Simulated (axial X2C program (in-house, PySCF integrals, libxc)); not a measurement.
# What spin–orbit coupling does to InCl

Computed with an axial X2C code built on PySCF integrals. Spin-free means the one-electron spin-free X2C Hamiltonian; two-component (2c) means X2C with spin–orbit coupling and atomic mean-field two-electron Coulomb and Gaunt terms, so the difference of the two also holds small scalar two-electron terms. Basis: In dyall-cv3z [11s12p9d4f1g], Cl dyall-av3z [9s8p3d2f] (cores contracted in-house); Gaussian nuclei, density fitting, unrestricted open shells. Masses: In 114.904 u, Cl 34.969 u.

Spin-free state: M_S = 0, Λ = 0 (closed shell); fragments In + Cl.

```tsv
level	Re (Å)	ωe (cm⁻¹)	De (eV)	μ (D)
PBE0	2.418	309.8	4.562	-3.54
HF	2.435	306.5	3.389	-3.70
MP2	2.411	312.2	4.683	n/a
r2SCAN0	2.405	318.3	4.525	-3.42
```

Correlated methods: 20 electrons correlated (number of frozen shells: In 4 s, 3 p, 1 d; Cl 2 s, 1 p), 258 virtual spin orbitals or spinors in MP2.

Dipoles are positive if Cl is the positive end.

Two-component determinant lowest at the distance of the search:

Ω = 0 (closed shell); fragments In + Cl.

```
  level  Re (Å)  ωe (cm⁻¹)  De (eV)  μ (D)
   PBE0   2.418      309.8      n/a  -3.53
     HF   2.435      306.5    3.146  -3.69
    MP2   2.412      312.1    4.512    n/a
r2SCAN0   2.405      318.3      n/a  -3.41
```

Question: From the two tables, how do the constants change at the MP2 level (2c against spin-free)?

Answer: At the MP2 level Re is unchanged within 0.001 Å and ωe is unchanged to within 0.2 cm⁻¹; De changes by -0.171 eV.

The state is a single determinant with fixed occupations, the lowest that a limited PBE0 search found. Closed shells are restricted here (equal orbitals for both partners); the stretched side of such a curve lies too high. Dissociation energies refer to the lowest single-determinant-based atoms at the same level and basis. De is not given where an atomic determinant may have missed its ground term or J level, or where the truncated virtual space spoils (T). Without a current term, density functionals place determinants with orbital angular momentum somewhat too high.
